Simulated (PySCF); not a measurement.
# SbN: one state, many levels of theory

State: ¹Σ⁺ (singlet), closed shell. Set-up: Sb cc-pVTZ-PP with ECP28, N cc-pVTZ; scalar-relativistic core potentials (PySCF 2.14). De refers to Sb + N in their high-spin ground configurations, without counterpoise correction. A positive dipole means Sb(−)N(+). Levels whose curve was spin-contaminated or gave no clean fit are not listed.

| Level | Re (Å) | ωe (cm⁻¹) | De (eV) | μ (D) | CPU s a point (SCF and correlation, without the integrals) |
| --- | --- | --- | --- | --- | --- |
| RHF | 1.773 | 1103 | -1.68 | -4.20 | 0.26 |
| RHF-MP2 | 1.921 | 640 | 4.27 | n/a | 0.45 |
| RHF-SCS-MP2 | 1.902 | 695 | 4.13 | n/a | n/a |
| RHF-CCSD | 1.826 | 936 | 2.64 | n/a | n/a |
| RHF-CCSD(T) | 1.850 | 868 | 3.29 | n/a | 13 |
| PBE | 1.840 | 901 | 4.14 | -3.33 | 2 |
| BLYP | 1.851 | 878 | 4.24 | -3.35 | 1.6 |
| r²SCAN | 1.823 | 943 | 3.20 | -3.43 | 3.6 |
| B3LYP | 1.822 | 945 | 3.50 | -3.59 | 2 |
| B97-3 | 1.813 | 973 | 3.27 | -3.73 | 1.7 |

(1) Which functional lies closest to RHF-CCSD(T) in De, which farthest, and by how much do they differ from it?

(2) What does the step from GGA to meta-GGA do here, going from PBE to r²SCAN?

(3) What does second-order correlation do here, going from RHF to RHF-MP2?

Correlated steps freeze 5 core orbitals. These are scalar-relativistic numbers at best; spin–orbit coupling would shift them, the dissociation energy most. Where the molecule has an RHF reference, its open-shell atoms are computed with UHF. A negative De means that the minimum lies above the separated atoms at that level.

The whole job (state search and all levels along the bond) took about 6.7 min on 1 thread of Arm Neoverse N1 (shared host), peak memory 0.97 GiB.

Results:

(1) Closest is B97-3 (-3.7 pm in Re, +12.1 % in ωe, -0.02 eV in De against RHF-CCSD(T) in the same basis), farthest BLYP (+0.1 pm in Re, +1.2 % in ωe, +0.95 eV in De). CCSD(T) converges more slowly with the basis than the functionals do and binds too weakly in this one, so the order can change at the basis-set limit.

(2) r²SCAN less PBE: -1.7 pm in Re, +4.7 % in ωe, -0.94 eV in De. 

(3) RHF-MP2 less RHF: +14.8 pm in Re, -42.0 % in ωe, +5.95 eV in De. Correlation nearly always deepens the well. The bond lengthens, as in strong covalent bonds, where excitations into antibonding orbitals dominate.
